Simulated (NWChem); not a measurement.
System: SiIClF₂; SMILES [Si](F)(F)(Cl)I

def2 effective core potentials on I; no spin-orbit coupling.

Give the equilibrium geometry at PBE0/def2-SVP with def2 effective core potentials on I (NWChem) as a list of bonds and angles, with the point group.

point group Cs; any orientation.
Bonded distances (Å): F1–Si2 1.601, Si2–F3 1.601, Si2–Cl4 2.026, Si2–I5 2.396. Angles (°): F1–Si2–F3 107.1, F1–Si2–Cl4 108.7, F1–Si2–I5 109.7, F3–Si2–Cl4 108.7, F3–Si2–I5 109.7, Cl4–Si2–I5 112.8.
